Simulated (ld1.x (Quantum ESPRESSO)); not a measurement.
What the settings do to the RRKJ potential of rhodium

Base potential:

rhodium, norm-conserving RRKJ (Kleinman–Bylander form), made with ld1.x (Quantum ESPRESSO) 7.5 (PBE, scalar-relativistic). Core [Ar] 3d10, reference 4s2 4p6 4d8 5s0.5 5p0.5. Waves: 4s (bound): rc 1.60 bohr; 4p (bound): rc 1.75 bohr; 4d (bound): rc 1.60 bohr. Local part: the d channel. Core correction: none.

Occupied shells without a wave of their own: 5p, 5s. They enter only through the test configuration that unscreens the potential.

All-electron outer shells of the reference configuration (PBE, scalar-relativistic, ld1.x):

```csv
shell,level (eV),outermost node (bohr),outermost maximum (bohr)
3p,-483.75,0.15,0.34
3d,-301.50,–,0.29
4s,-83.42,0.47,0.88
4p,-51.36,0.47,0.94
4d,-6.85,0.46,1.14
5s,-4.93,1.19,2.63
5p,-1.33,1.35,3.78
```

Cutoffs, loose and tight: the cutoffs (Ry, on a coarse ladder) from which the occupation-weighted sum of valence levels, in a spherical-Bessel basis at the reference potential, stays within 10 and 1 mRy of its value at 400 Ry. They do not see the model core or the augmentation charge, which bear on the density cutoff. Test errors are all-electron minus pseudo excitation energies from the reference, over the configurations 4s2 4p6 4d8 5s1 5p0; 4s2 4p6 4d8 5s0 5p0; 4s2 4p6 4d7 5s0 5p0; 4s2 4p6 4d5 5s0 5p0; 4s2 4p6 4d7 5s1 5p1; 4s2 4p5 4d8 5s1 5p0; 4s1 4p6 4d8 5s1 5p0. A dash means not determined; rows that change the core or the reference have their own tests.

Cutoffs are not given where the Bessel-basis levels miss the radial ones by over 6 mRy, ghosts where they miss by over 20 mRy; a channel whose overlap is not positive is not tested.

| change | outcome | cutoff, loose | cutoff, tight | bound ghosts | largest test error (meV) |
| --- | --- | --- | --- | --- | --- |
| base | generated, misses its reference levels by 0.51 eV | 60 Ry | 70 Ry | none | -1029 |
| wave 4p (bound): rc 1.75 bohr becomes 4p (bound): rc 1.40 bohr | generated, misses its reference levels by 0.51 eV | 70 Ry | 110 Ry | none | -953 |
| all radii scaled by about 1.16 (s 1.86, p 2.04, d 1.86 bohr) | generated, misses its reference levels by 1.68 eV | 50 Ry | 70 Ry | none | -3054 |
| functional LDA (PZ) | generated, misses its reference levels by 0.53 eV | 60 Ry | 80 Ry | none | -1029 |
| wave 4s (bound): rc 1.60 bohr becomes 4s (bound): rc 2.34 bohr | generated, misses its reference levels by 2.41 eV | – | – | none | -4661 |
| core [Kr], valence charge 9; reference 4d8 5s0.5 5p0.5; waves now 5p (bound): rc 3.50 bohr; 4d (bound): rc 1.60 bohr; 5s (bound): rc 2.55 bohr; local potential the s channel | generated | 50 Ry | 60 Ry | none | -415 |
| wave 4d (bound): rc 1.60 bohr becomes 4d (bound): rc 2.04 bohr | generated, misses its reference levels by 0.57 eV | 50 Ry | 70 Ry | none | -1135 |
| type TM semilocal; local potential the s channel | generated, misses its reference levels by 1.52 eV | 60 Ry | 90 Ry | none | -2881 |
| reference 4s2 4p6 4d7 5s2 5p0 | generated, misses its reference levels by 0.61 eV | 60 Ry | 80 Ry | none | -3939 |
| wave 4s (bound): rc 1.60 bohr becomes 4s (bound): rc 2.22 bohr | generated, misses its reference levels by 2.62 eV | – | – | none | -5110 |
